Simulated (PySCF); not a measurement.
Pt²⁺ (platinum, charge +2) across methods

[Xe] 4f14 5d8, high-spin 3F determinant. Calculation: PySCF 2.14, in aug-cc-pVQZ-PP with ECP60MDF; a scalar-relativistic core potential.

```tsv
method	E (hartree)	mean ε 5p β (eV)	mean ε 5d α (eV)	mean ε 5d β (eV)	Σ⟨r²⟩ (bohr²)	⟨S²⟩
PBE	-118.3669	-76.115	-26.518	-25.336	33.37	2.001
LDA	-118.1082	-76.203	-26.690	-25.464	33.58	2.000
TPSS	-118.3231	-76.377	-26.425	-25.308	33.28	2.001
UHF	-117.61841	-88.082	-32.598	-30.869	32.89	2.004
BLYP	-118.3225	-76.084	-26.363	-25.276	33.49	2.001
TPSSh	-118.3183	-77.658	-27.130	-25.963	33.21	2.001
PBE0	-118.3435	-79.389	-28.264	-26.970	33.16	2.001
r2SCAN	-118.3904	-77.309	-26.831	-25.518	33.07	2.002
```

Energies and moments cover only the electrons outside the core potential. Spin-orbit coupling, absent here, splits the open shell strongly.
